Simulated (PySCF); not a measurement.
**Excitation energies in several basis sets**

Compound: CHClF₄Si.
SMILES: `F[C@H](Cl)[Si](F)(F)F`

TDDFT with PBE0 (PySCF), vertical singlets, core orbitals frozen in the response, spherical d and f functions. Isolated species at its PBE0-D3(BJ)/def2-SVP geometry, gas phase.

Problem. How do the low singlets change with the basis? Take 6-31G*, def2-SVP, 6-31+G*, def2-SVPD, aug-cc-pVDZ, def2-TZVP and def2-TZVPD.

Solution. 

| basis | functions | diffuse | S1 (eV) | S2 (eV) | S3 (eV) | S4 (eV) | S5 (eV) | LUMO (eV) | α (au) |
| --- | --- | --- | --- | --- | --- | --- | --- | --- | --- |
| 6-31G* | 108 | no | 7.12 | 7.85 | 8.20 | 8.71 | 8.96 | -0.13 | 37.4 |
| def2-SVP | 111 | no | 7.30 | 8.04 | 8.14 | 8.63 | 9.01 | 0.05 | 35.7 |
| 6-31+G* | 136 | yes | 6.95 | 7.62 | 7.67 | 7.93 | 8.46 | -0.70 | 43.9 |
| def2-SVPD | 171 | yes | 6.97 | 7.71 | 7.76 | 8.13 | 8.62 | -0.63 | 49.3 |
| aug-cc-pVDZ | 178 | yes | 6.92 | 7.54 | 7.67 | 7.87 | 8.40 | -0.69 | 49.3 |
| def2-TZVP | 235 | no | 6.98 | 7.75 | 7.80 | 8.40 | 8.72 | -0.35 | 44.5 |
| def2-TZVPD | 295 | yes | 6.82 | 7.54 | 7.59 | 7.89 | 8.44 | -0.67 | 50.1 |

States are compared by their number. Against the largest diffuse basis here (def2-TZVPD, itself not a converged limit), sets without diffuse functions differ by up to 0.49 eV in S1 and 0.57 eV in S5; the smaller diffuse sets differ by up to 0.15 and 0.18 eV. State by state, the largest deviation of a set without diffuse functions is S1 0.49, S2 0.50, S3 0.61, S4 0.82, S5 0.57 eV. The same number needn't mean the same state in each row. Against def2-TZVPD the polarisability deviates by -25% in 6-31G*, -29% in def2-SVP, -12% in 6-31+G*, -2% in def2-SVPD, -2% in aug-cc-pVDZ, -11% in def2-TZVP. A single + in a Pople set puts diffuse functions on heavy atoms only.

Without π bonds the low states may be Rydberg-like; a valence basis with one diffuse set may place them up to an eV too high.
